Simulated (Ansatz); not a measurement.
A further run on Cs₃H₄⁻ (the lowest singlet isomer of a short search).

```yaml
crystal:
  periodic: [false, false, false]
  atoms:
    - {symbol: Cs, position_ang: [-0.720712, -1.040345, -2.131091]}
    - {symbol: Cs, position_ang: [-0.275687, 2.444643, 0.311266]}
    - {symbol: Cs, position_ang: [0.393491, -1.437997, 1.979759]}
    - {symbol: H, position_ang: [0.841120, -2.807808, -0.499752]}
    - {symbol: H, position_ang: [-1.667959, -0.096378, 0.442639]}
    - {symbol: H, position_ang: [0.068772, 1.699526, -2.436160]}
    - {symbol: H, position_ang: [1.360976, 1.238360, 2.333329]}
basis:
  gaussian: {orbitals: def2-SVP}
total_charge: -1
hamiltonian: {xc: {name: SPW92}}
scf: {lower_state_search: off}
```

```sh
$ ansatz run in.yaml --threads 4 --pin off --events-out ev --progress --plain --max-ram 3916MiB
```

Shortened log:

```
Functional definition: SPW92
  name "SPW92"
  cite "Dirac, Proc. Camb. Phil. Soc. 26, 376 (1930) doi:10.1017/S0305004100016108"
  cite "Slater, Phys. Rev. 81, 385 (1951) doi:10.1103/PhysRev.81.385"
  cite "Perdew & Wang, Phys. Rev. B 45, 13244 (1992) doi:10.1103/PhysRevB.45.13244"
  exchange = slater_x
  correlation = pw_c
these checks for a lower state are left out or cut short: stability, starts, cluster_reference, orbital_swaps, neighbouring_geometries, increment
994 factors; their error is unknown
mean field evaluation 1: about -1697.8309 eV, gradient 2.4e1 eV
mean field evaluation 2: about -1668.4255 eV, gradient 5.5e1 eV
mean field evaluation 4: about -1701.3352 eV, gradient 3.7e0 eV
mean field evaluation 8: about -1701.4220 eV, gradient 5.4e-2 eV
mean field evaluation 16: about -1701.4221 eV, gradient 7.6e-6 eV
mean field -1701.42205134 eV, -62.5261071216 hartree, gradient 7.6e-6 eV, S^2 0.000000; 0 other end points of the search recorded, 0 dependent functions left out
reference -1701.42210470 eV, -62.5261090824 hartree; 16, 16 occupied and 76, 76 virtual orbitals, 994 factors
Total energy: -1701.42210470 eV, -62.5261090824 hartree
Checks for a lower state left out: stability, starts, cluster_reference, orbital_swaps, neighbouring_geometries, increment
```

It took 0.45 s on 4 threads of Arm Neoverse V2 on a shared host.

In the def2 sets Cs takes a core potential; there is no spin–orbit coupling. The highest occupied level of an anion often lies above zero with these methods, and sets without diffuse functions describe the outer electron poorly.
